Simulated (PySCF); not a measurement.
C2H6BF2N, SMILES CNB(F)CF.

Coordinates come from a TPSSh-D3(BJ)/def2-SVP optimisation. The structure was generated by enumeration, and PubChem lists no compound with its InChIKey, so it may never have been made. Other conformers were not sampled.

Two levels are set side by side: PBE/def2-TZVP (PySCF) and HF/def2-TZVP (PySCF). Same geometry, gas phase. Differences are taken from unrounded values.

```json
[
 {"quantity": "orbital gap (eV)", "HF": "14.28", "PBE": "6.53", "PBE minus HF": "-7.74"},
 {"quantity": "highest occupied level (eV)", "HF": "-11.08", "PBE": "-6.39", "PBE minus HF": "4.69"},
 {"quantity": "lowest empty level (eV)", "HF": "3.19", "PBE": "0.14", "PBE minus HF": "-3.05"},
 {"quantity": "dipole moment (D)", "HF": "1.00", "PBE": "1.27", "PBE minus HF": "0.28"},
 {"quantity": "mean polarisability (bohr³)", "HF": "43.2", "PBE": "49.3", "PBE minus HF": "6.1"}
]
```

PBE's occupied levels lie high since its potential decays too fast outside the molecule; exact exchange lowers them and widens the gap. PBE's more diffuse valence density responds more strongly to a field. Differences between two approximate levels are no errors against the true value.

Rough cost on one machine, each run with all the roots and properties that it gave: HF against PBE about 1/3.
